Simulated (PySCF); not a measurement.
Species: C6H12SSi2.
Cartesian coordinates in Å at the PBE0-D3(BJ)/def2-SVP level; atoms count from 1:
```
atom  x, y, z in Å
C1     1.9103    2.7078   -0.3499
C2     1.3486    1.6366   -0.2100
Si3    0.5296    0.0080    0.0076
S4     1.6767   -1.2052    1.3677
Si5    3.6179   -0.9651    0.4712
C6    -1.1819    0.2025    0.7360
C7    -2.0053   -1.1128    0.7597
C8    -2.7298   -0.6463   -0.5174
C9    -2.2206    0.7844   -0.2592
H10    2.4042    3.6556   -0.4726
H11    0.4822   -0.6480   -1.3336
H12    3.5134   -1.0498   -1.0165
H13    4.4534   -2.0875    0.9864
H14    4.2423    0.3354    0.8478
H15   -1.0809    0.7307    1.6980
H16   -2.6768   -1.1465    1.6312
H17   -1.4587   -2.0686    0.7188
H18   -2.2827   -1.0820   -1.4239
H19   -3.8184   -0.7962   -0.5667
H20   -1.8481    1.3586   -1.1232
H21   -2.9653    1.4060    0.2610
```

Definitions: NICS(0) = −σiso at the ring centroid; NICS(1) = −σiso and NICS(1)zz = −σzz at ±1 Å along the ring normal z. Level: GIAO B3LYP/pcSseg-1 (PySCF, non-relativistic, gas phase) on the PBE0-D3(BJ)/def2-SVP geometry, one conformer.

Ring bond lengths (Å): C6–C7 1.552, C7–C8 1.541, C8–C9 1.540, C9–C6 1.552.

Problem. Give the NICS values of each ring in ppm.

Solution. 
```
       ring                                            type  NICS(0)  NICS(1), two faces  NICS(1)zz, two faces  rms pucker (Å)  centre to ring atoms, mean (Å)
C6–C7–C8–C9  4-membered carbocycle; formal bonds all single     -0.2          0.0 / -0.8             3.4 / 4.0            0.11                            1.09
```

Problem. What can be read from them?

Solution. 
- C6–C7–C8–C9: mean NICS(1)zz 3.7 ppm, deshielded. C6, C7, C8, C9 have four or more neighbours; no verdict on aromaticity is drawn.

Problem. What is the mean of the two in-plane components of NICS at the second NICS(1) probe listed for ring C6–C7–C8–C9, 1 Å off the ring?

Solution. The isotropic value is a third of the trace: (3 × -0.8 − (4.0))/2 = -3.2 ppm.

Problem. List the ring angles.

Solution. 
- C6–C7–C8–C9: C6 88.4°, C7 88.9°, C8 89.2°, C9 88.9°; sum 355.4° against 360° for a flat convex ring.

Problem. How do the values depend on the level or the medium?

Solution. 
```json
{"level": "B3LYP/pcSseg-1, gas", "NICS(0), C6–C7–C8–C9": "-0.2", "mean NICS(1)zz, C6–C7–C8–C9": "3.7"}
{"level": "PBE0/pcSseg-1, gas", "NICS(0), C6–C7–C8–C9": "-0.5", "mean NICS(1)zz, C6–C7–C8–C9": "3.7"}
{"level": "PBE0/pcSseg-1, IEF-PCM chloroform", "NICS(0), C6–C7–C8–C9": "-0.4", "mean NICS(1)zz, C6–C7–C8–C9": "3.8"}
{"level": "PBE0/pcSseg-1, IEF-PCM dimethylsulfoxide", "NICS(0), C6–C7–C8–C9": "-0.4", "mean NICS(1)zz, C6–C7–C8–C9": "3.8"}
```

The geometry is the same throughout; the continuum's cavity takes Bondi-type radii × 1.2.
